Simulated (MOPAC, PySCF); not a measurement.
HBCl2, SMILES `B(Cl)Cl`, neutral singlet in the gas phase. 

Cartesian coordinates (Å):
```xyz
4

Cl     1.5124    -0.7148     0.0017
B     -0.0008     0.1329     0.0002
Cl    -1.5041    -0.7320     0.0019
H     -0.0075     1.3139    -0.0039
```
Charge 0, spin multiplicity 1.

All levels are single points at this geometry (CAM-B3LYP-D3(BJ)/def2-TZVP); Pople sets use spherical d functions. Orbital energies aren't observables, and empty levels follow the basis.

```json
[
 {"level": "CAM-B3LYP-D3(BJ)/def2-TZVP in PySCF", "HOMO (eV)": "-10.66", "LUMO (eV)": "-0.56", "gap (eV)": "10.09", "dipole (D)": "0.50", "vertical IE, Delta-SCF (eV)": "11.87"},
 {"level": "PBE-D3(BJ)/def2-TZVP in PySCF", "HOMO (eV)": "-7.83", "LUMO (eV)": "-2.69", "gap (eV)": "5.15", "dipole (D)": "0.33", "vertical IE, Delta-SCF (eV)": "–"},
 {"level": "B3LYP/3-21G in PySCF", "HOMO (eV)": "-9.15", "LUMO (eV)": "-2.08", "gap (eV)": "7.08", "dipole (D)": "0.78", "vertical IE, Delta-SCF (eV)": "–"},
 {"level": "B3LYP/6-311+G** in PySCF", "HOMO (eV)": "-9.09", "LUMO (eV)": "-1.99", "gap (eV)": "7.09", "dipole (D)": "0.55", "vertical IE, Delta-SCF (eV)": "–"},
 {"level": "BP86/6-31G* in PySCF", "HOMO (eV)": "-7.89", "LUMO (eV)": "-2.63", "gap (eV)": "5.26", "dipole (D)": "0.44", "vertical IE, Delta-SCF (eV)": "–"},
 {"level": "M06-2X/6-31G* in PySCF", "HOMO (eV)": "-10.56", "LUMO (eV)": "-0.66", "gap (eV)": "9.90", "dipole (D)": "0.66", "vertical IE, Delta-SCF (eV)": "–"},
 {"level": "SVWN5/6-31G* in PySCF", "HOMO (eV)": "-7.84", "LUMO (eV)": "-2.78", "gap (eV)": "5.06", "dipole (D)": "0.42", "vertical IE, Delta-SCF (eV)": "11.34"},
 {"level": "HF/3-21G in PySCF", "HOMO (eV)": "-12.88", "LUMO (eV)": "1.67", "gap (eV)": "14.54", "dipole (D)": "1.31", "vertical IE, Delta-SCF (eV)": "–"},
 {"level": "HF/6-31G* in PySCF", "HOMO (eV)": "-12.67", "LUMO (eV)": "2.19", "gap (eV)": "14.86", "dipole (D)": "0.89", "vertical IE, Delta-SCF (eV)": "11.93"},
 {"level": "HF/STO-3G in PySCF", "HOMO (eV)": "-11.31", "LUMO (eV)": "4.92", "gap (eV)": "16.22", "dipole (D)": "1.29", "vertical IE, Delta-SCF (eV)": "–"},
 {"level": "AM1 in MOPAC", "HOMO (eV)": "-11.66", "LUMO (eV)": "-0.05", "gap (eV)": "11.61", "dipole (D)": "1.14", "vertical IE, Delta-SCF (eV)": "–"},
 {"level": "PM3 in MOPAC", "HOMO (eV)": "-10.32", "LUMO (eV)": "-0.25", "gap (eV)": "10.07", "dipole (D)": "0.09", "vertical IE, Delta-SCF (eV)": "–"},
 {"level": "PM6 in MOPAC", "HOMO (eV)": "-11.02", "LUMO (eV)": "-0.60", "gap (eV)": "10.42", "dipole (D)": "0.94", "vertical IE, Delta-SCF (eV)": "–"}
]
```
